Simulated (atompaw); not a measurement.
**Cutoff test, Cu, PAW (atompaw)**

* Element: copper
* Generator: atompaw 4.2.0.5
* Type: PAW
* Functional: PBE
* Relativity: scalar-relativistic
* Frozen core: [Ne]
* Valence charge: 19
* Reference configuration: 3s2 3p6 3d10 4s1 4p0
* Partial waves: 3s (bound): rc 1.15 bohr; 4s (bound): rc 1.30 bohr; 3p (bound): rc 1.00 bohr; 4p (bound, empty): rc 1.30 bohr; 3d (bound): rc 1.30 bohr; 3d channel at 0.85 Ry: rc 1.00 bohr
* Local potential: bessel scheme, radius 1.15 bohr
* Core correction: smooth core density matched at 0.70 bohr
* Augmentation charge: besselshape compensation charge, radius 1.00 bohr; PAW radius 1.30 bohr; waves and projectors: custom polynom gramschmidtortho

The pseudo-atom Hamiltonian at the reference potential is diagonalised in spherical Bessel functions j_l(qr) that vanish at 20 bohr, with q² up to the cutoff. All-electron valence levels (Ry): 3s -8.4306, 4s -0.3388, 3p -5.3025, 4p -0.0512, 3d -0.3703.

Question: How do the lowest levels (Ry) of each channel move with the cutoff, and are there ghosts?

Answer:

| cutoff (Ry) | s #1 | s #2 | s #3 | p #1 | p #2 | p #3 | d #1 | d #2 | f #1 | Σ f·Δε (mRy) |
| --- | --- | --- | --- | --- | --- | --- | --- | --- | --- | --- |
| 8 | -5.7875 | -0.2146 | 0.0210 | -0.0928 | 0.0453 | 0.1548 | 0.0626 | 0.1502 | 0.1119 | 40997.8 |
| 21 | -8.2163 | -0.3324 | 0.0085 | -0.1499 | 0.0363 | 0.1365 | 0.0100 | 0.0696 | 0.1119 | 35154.5 |
| 40 | -8.4287 | -0.3387 | 0.0080 | -4.9134 | -0.0510 | 0.0554 | -0.3394 | 0.0640 | 0.1119 | 2647.6 |
| 70 | -8.4302 | -0.3388 | 0.0080 | -5.2986 | -0.0511 | 0.0553 | -0.3688 | 0.0639 | 0.1119 | 40.2 |
| 110 | -8.4306 | -0.3388 | 0.0080 | -5.3013 | -0.0511 | 0.0553 | -0.3702 | 0.0639 | 0.1119 | 8.9 |
| 200 | -8.4306 | -0.3388 | 0.0080 | -5.3024 | -0.0511 | 0.0553 | -0.3703 | 0.0639 | 0.1119 | 0.5 |
| 400 | -8.4306 | -0.3388 | 0.0080 | -5.3025 | -0.0511 | 0.0553 | -0.3704 | 0.0639 | 0.1119 | 0.0 |

Result: no extra level below or beside the all-electron valence levels (s, p, d, f tested); 10 mRy is reached at 110 Ry and 1 mRy at 160 Ry.
